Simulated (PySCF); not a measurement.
**Germanium: a sound run and one with changed settings**

Sound run: Ge²⁺ [Ar] 3d10 4s2, Ge³⁺ [Ar] 3d10 4s1. All numbers are calculated (PySCF 2.14, no relativity, point nucleus, in pcseg-2 (6s5p3d1f, 43 functions)). In the sound run the correlated levels freeze [Ar] 3d10. The sound run starts from symmetry-adapted Hartree-Fock orbitals and uses a fine grid where one is needed.

Changed run: initial guess 1e, at most 50 SCF cycles, level shift 0.1 hartree.

| species | method | sound run (hartree) | changed run (hartree) | converged |
| --- | --- | --- | --- | --- |
| Ge²⁺ | UHF | -2074.49794 | -2074.49794 | yes |
| Ge²⁺ | LDA | -2072.93432 | -2072.93432 | yes |
| Ge²⁺ | TPSS | -2076.05317 | -2076.05317 | yes |
| Ge²⁺ | MP2 | -2074.52661 | -2074.52342 | yes |
| Ge²⁺ | CCSD(T) | -2074.53787 | -2074.53787 | yes |
| Ge³⁺ | UHF | -2073.33328 | -2073.33328 | yes |
| Ge³⁺ | LDA | -2071.67582 | -2071.67582 | yes |
| Ge³⁺ | TPSS | -2074.82115 | -2074.82115 | yes |

Ionisation energy of Ge²⁺:

```
 method  sound run (eV)  changed run (eV)
    UHF          31.692            31.692
    LDA          34.246            34.246
   TPSS          33.525            33.525
    MP2          32.472            32.385
SCS-MP2          32.628            32.524
   CCSD          32.779            32.779
CCSD(T)          32.779            32.779
  CCSDT          32.779            32.779
    FCI          32.779            32.779
```

A level shift leaves the converged SCF energy unchanged but raises the virtual orbital energies, which shrinks MP2 if it is not removed.

For comparison, NIST gives 34.058 eV between the lowest levels.
